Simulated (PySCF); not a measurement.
**Ionisation energy of Ga by level of theory**

Ga [Ar] 3d10 4s2 4p1 (2P) → Ga⁺ [Ar] 3d10 4s2 (1S), as a difference of total energies. Calculation: PySCF 2.14, in def2-TZVPPD; no relativity, point nucleus. Correlated levels: valence: [Ar] 3d10 frozen. The calculations carry no spin-orbit coupling.

| method | ionisation energy (eV) | difference from reference (eV) |
| --- | --- | --- |
| UHF | 5.548 | -0.383 |
| MP2 (valence) | 5.749 | -0.182 |
| SCS-MP2 (valence) | 5.732 | -0.199 |
| CCSD (valence) | 5.809 | -0.122 |
| CCSD(T) (valence) | 5.833 | -0.098 |
| CCSDT (valence) | 5.841 | -0.090 |

Reference: 5.931 eV (measured; NIST levels, between the centres of gravity of the two terms).

These non-relativistic numbers lack the scalar-relativistic shift.

Errors of the correlated levels include the incompleteness of this basis and the frozen core.
